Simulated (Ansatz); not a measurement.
Species: 3,3-dichlorosiletane, C3H6Cl2Si, charge 0, multiplicity 1. 
Geometry from a B3LYP-D3(BJ)/def2-TZVP (Ansatz, a first-principles code) optimisation:
```xyz
12

Cl    -0.1948     0.8677    -1.5574
C     -0.3034     0.0455     0.0547
Cl    -2.0123     0.1581     0.6352
C      0.7338     0.6708     1.0076
Si     1.9209    -0.7079     0.4516
C      0.2282    -1.3947    -0.0800
H      0.4251     0.4996     2.0400
H      0.9158     1.7295     0.8566
H      2.6324    -1.4447     1.5202
H      2.8572    -0.3641    -0.6368
H     -0.1892    -2.0098     0.7187
H      0.0354    -1.8672    -1.0371
```

Basis-set convergence of Hartree-Fock and MP2 correlation energies (hartree) with Ansatz. Cores are frozen in the correlated levels unless marked. Spin-orbit coupling is left out. Non-relativistic.

```json
[
 {"basis": "aug-cc-pV(D+d)Z", "functions": "219", "E(HF)": "-1325.03784", "E(corr, MP2)": "-0.84638"},
 {"basis": "aug-cc-pV(T+d)Z", "functions": "441", "E(HF)": "[?]", "E(corr, MP2)": "[?]"}
]
```

Question: Some entries are withheld; supply them.

Answer: 
- aug-cc-pV(T+d)Z, E(HF): -1325.10189
- aug-cc-pV(T+d)Z, E(corr, MP2): -1.03452
